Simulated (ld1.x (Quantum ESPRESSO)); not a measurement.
u(r) = r·R(r): atom against pseudo-atom (phosphorus)

Columns: radius, all-electron u(r) and pseudo u(r) of the 3p shell (level -5.78 eV) of phosphorus in the configuration [Ne] 3s1.5 3p3.5; PBEsol, non-relativistic, ultrasoft scheme, ld1.x (Quantum ESPRESSO) 7.5.

| r (bohr) | all-electron | pseudo |
| --- | --- | --- |
| 0.100 | 0.1321 | -0.0076 |
| 0.200 | 0.2658 | -0.0298 |
| 0.300 | 0.3006 | -0.0656 |
| 0.400 | 0.2554 | -0.1129 |
| 0.500 | 0.1630 | -0.1692 |
| 0.600 | 0.0488 | -0.2317 |
| 0.700 | -0.0706 | -0.2973 |
| 0.800 | -0.1853 | -0.3630 |
| 0.900 | -0.2897 | -0.4262 |
| 1.000 | -0.3814 | -0.4845 |
| 1.100 | -0.4598 | -0.5362 |
| 1.200 | -0.5251 | -0.5802 |
| 1.300 | -0.5775 | -0.6160 |
| 1.400 | -0.6180 | -0.6436 |
| 1.500 | -0.6477 | -0.6635 |
| 1.600 | -0.6678 | -0.6765 |
| 1.700 | -0.6796 | -0.6836 |
| 1.800 | -0.6843 | -0.6855 |
| 1.900 | -0.6829 | -0.6831 |
| 2.000 | -0.6766 | -0.6766 |
| 2.100 | -0.6661 | -0.6661 |
| 2.200 | -0.6524 | -0.6524 |
| 2.300 | -0.6360 | -0.6360 |
| 2.400 | -0.6176 | -0.6176 |
| 2.500 | -0.5977 | -0.5977 |
| 2.600 | -0.5766 | -0.5766 |

Q: How many radial nodes do the two functions have?

A: The all-electron 3p function has n − l − 1 = 1; the pseudo-wave has 0, since the states of the same l below it are removed with the core.

Q: At about which radius was the pseudo-wave matched?

A: 2.00 bohr, where the columns begin to agree (steps of 0.10 bohr).

Q: Is the pseudo-wave norm-conserving?

A: No, it belongs to an ultrasoft set: the norm inside the radius is not constrained, and the difference is carried by the augmentation charge.
